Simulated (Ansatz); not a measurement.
`C#[C][SnH2][Cl]` and `C#[C][SnH2][F]` differ in one element.

Ansatz, PBE0-D4/def2-TZVP geometries, multiplicity 1. 

Elements past krypton have def2 core potentials.

| property | `C#[C][SnH2][Cl]` |
| --- | --- |
| LUMO energy (ωB97M-V/def2-TZVPP) / eV | 0.68 |
| HOMO energy (B3LYP/def2-TZVPP) / eV | -8.20 |
| HOMO energy (ωB97M-V/def2-TZVPP) / eV | -10.69 |
| size of the dipole moment (PBE/def2-TZVPP) / D | 2.26 |
| size of the dipole moment (ωB97M-V/def2-TZVPP) / D | 2.39 |
| LUMO energy (PBE/def2-TZVPP) / eV | -1.95 |

Give the same properties after the change, and the shifts. (Best estimate.)

Computed: 
```
                                          property  `C#[C][SnH2][F]`  shift
             LUMO energy (ωB97M-V/def2-TZVPP) / eV              0.61  -0.07
               HOMO energy (B3LYP/def2-TZVPP) / eV             -8.26  -0.06
             HOMO energy (ωB97M-V/def2-TZVPP) / eV            -10.76  -0.07
    size of the dipole moment (PBE/def2-TZVPP) / D              2.58   0.32
size of the dipole moment (ωB97M-V/def2-TZVPP) / D              2.76   0.37
                 LUMO energy (PBE/def2-TZVPP) / eV             -1.92   0.03
```

Dipoles are sizes alone; their direction can turn.

B3LYP here is the variant with VWN-RPA as its local correlation; programs differ in this.
